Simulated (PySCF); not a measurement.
TDDFT excited states: [C7H6NO2]-

Species: C₇H₆NO₂ (charge -1).
Bonds: C1–C2, C2–C3, C2–C4, C4–C5 (triple), C5–C6, C6–N7 (triple), C2–C8, C8–O9 (double), C8–O10. Hydrogens: H11, H12, H13 on C1; H14, H15, H16 on C3.

Computed, not measured: TDDFT PBE0/def2-SVPD, vertical, gas phase, core orbitals frozen in the response (PySCF). The structure is a single GFN2-xTB conformer in the gas phase; no vibrational or solvent corrections. Torsions of this conformer, `[CH3:1][C:2]([CH3:3])([C:4]#[C:5][C:6]#[N:7])[C:8](=[O:9])[O-:10]`: C1–C2–C8–O9 -27°.

```csv
state,E (eV),ν̃ (cm⁻¹),f,"main configurations (H = HOMO, L = LUMO)"
S1,3.65,29470,0.0001,H→L (97%)
S2,4.18,33710,0.172,H→L+1 (90%)
S3,4.45,35870,0.0008,H-1→L+1 (96%)
S4,4.51,36410,0.0009,H-1→L (100%)
S5,4.88,39320,0.0012,H-2→L+1 (89%)
S6,4.96,39990,0.023,H-2→L (97%)
```

Triplets (Tamm–Dancoff): T1 3.34 eV, H→L+1 (90%); T2 3.53 eV, H→L (93%).

The lowest singlet comes at 339 nm (353 kJ/mol) in the ultraviolet; it is dark (f under 0.0005); its leading configuration is HOMO→LUMO (97%). The strongest level in the table is S2 at 4.18 eV (297 nm, f = 0.172). Löwdin shares by element: HOMO oxygen 47%, carbon 28% or more (atoms not listed hold the other 25%); LUMO carbon 62% or more, nitrogen 25%. Weighted by f, the mean energy of these states is 4.28 eV. The listed states span 1.30 eV, and the widest gap between neighbours is 0.53 eV (S1 to S2). Orbital energies (eV): HOMO-3 -4.51, HOMO-2 -3.37, HOMO-1 -2.96, HOMO -2.45, LUMO 2.46, LUMO+1 2.50, LUMO+2 3.72. No detachment energy is given for this anion; states above it aren't bound, and a finite basis only mimics them. The window holds the lowest 6 singlets.

The run took 60 s wall on one thread, Arm Neoverse V1 (aarch64), no GPU, shared host with 32 logical CPUs at a one-minute load of 24, and the process peaked at 1.1 GiB of memory.
